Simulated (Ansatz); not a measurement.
Species: SeF₃ (charge +1, singlet). It need not be the lowest isomer of its formula. 
Structure (B3LYP-D3(BJ)/def2-TZVP (Ansatz, a quantum-chemistry and plane-wave program) minimum search):
SMILES: F[Se+](F)F
```xyz
4

Se    -0.0709     0.1354     0.3330
F     -1.1081    -0.9758    -0.3468
F      0.0307     1.1626    -0.9736
F      1.3451    -0.6981     0.0623
```
Charge +1, spin multiplicity 1.

Total electronic energies in hartree. Correlated levels leave the core frozen unless marked. No spin-orbit coupling. The frozen core is the preceding noble-gas configuration, with the filled d and f shells of earlier blocks. No relativistic terms. CBS(X,Y): correlation extrapolated as X^-3; Hartree-Fock from the larger set. The bracket is a focal-point correction in the basis named.

| level | program | energy (Eh) |
|---|---|---|
| HF/6-31G* | Ansatz | -2697.45091 |
| HF/aug-cc-pVQZ | Ansatz | -2697.97508 |
| PBE0/def2-QZVPP | Ansatz | -2700.34732 |
| PBE-QIDH/def2-TZVPD | Ansatz | -2699.88180 |
| RI-MP2/CBS(aug-cc-pVTZ,aug-cc-pVQZ) | Ansatz | -2699.0378 |
| SCS-MP2/6-31G* | Ansatz | -2698.07484 |
| SCS-MP2/aug-cc-pVTZ | Ansatz | -2698.86056 |
| CCSD(T)/6-31G | Ansatz | -2697.71713 |
| RI-MP2/CBS(aug-cc-pVTZ,aug-cc-pVQZ)+[CCSD(T)-MP2]/aug-cc-pVTZ | Ansatz | -2699.0710 |

Totals of different functionals don't rank their quality; only differences between species are comparable.
